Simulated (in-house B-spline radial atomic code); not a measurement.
Radial electron density of Bi+, [Xe] 4f14 5d10 6s2 6p2. Method: scalar-relativistic (X2C) wB97X, spin-polarised, spherical fractional occupations, Fermi nucleus of rms radius 5.5211 fm. Calculated with an all-electron radial atomic-structure program (B-spline basis).

Caution: exact exchange at fractional occupations of open shells leaves self-interaction of up to several eV.

One-electron X2C: radii and densities carry no picture-change correction, so inner-shell <1/r> comes out high (for 1s by about 2 % at Z = 33, 5 % at 54, 10 % at 75, 30 % at 118) and <r> low.

Columns: r (bohr), 4πr²n(r) (electrons per bohr), bar.

```
0.000241    3.562 #
0.000302    4.815 #
0.000378    6.465 ##
0.000474     8.66 ##
0.000594    11.53 ###
0.000745     15.3 ####
0.000933    20.12 ######
 0.00117    26.31 #######
 0.00147    34.15 ##########
 0.00184    43.62 ############
  0.0023    54.83 ################
 0.00289       68 ###################
 0.00362    82.14 #######################
 0.00453    96.34 ###########################
 0.00568    109.2 ###############################
 0.00712    118.4 ##################################
 0.00892    122.1 ###################################
  0.0112    119.3 ##################################
   0.014    111.6 ################################
  0.0176    103.8 #############################
   0.022    103.2 #############################
  0.0276    115.3 #################################
  0.0346    137.2 #######################################
  0.0433    155.4 ############################################
  0.0543    154.8 ############################################
   0.068    136.1 #######################################
  0.0852    122.7 ###################################
   0.107    133.8 ######################################
   0.134    148.3 ##########################################
   0.168    130.3 #####################################
    0.21       94 ###########################
   0.263    85.68 ########################
    0.33    99.53 ############################
   0.414    88.72 #########################
   0.519    55.08 ################
    0.65     33.1 #########
   0.815    26.92 ########
    1.02    21.48 ######
    1.28    13.38 ####
     1.6    7.267 ##
    2.01    3.949 #
    2.52    2.192 #
    3.16     1.07 
    3.95   0.3997 
    4.96      0.1 
    6.21  0.01729 
    7.78 0.001704 
    9.75 7.921e-05
```

On this grid the curve has 4 maxima, near 0.00892, 0.0433, 0.134, 0.33 bohr.

The 6p up radial function P(r) = rR(r), positive near the nucleus:

```csv
r (bohr),P
0.000745,0.000908
0.00117,0.001726
0.00184,0.003345
0.00289,0.006532
0.00453,0.01269
0.00712,0.02424
0.0112,0.04413
0.0176,0.07276
0.0276,0.09935
0.0433,0.08982
0.0852,-0.06878
0.134,-0.1368
0.21,0.0435
0.33,0.1975
0.519,-0.1077
0.815,-0.3054
1.28,0.1557
2.01,0.6414
3.16,0.571
4.96,0.2105
7.78,0.02899
```
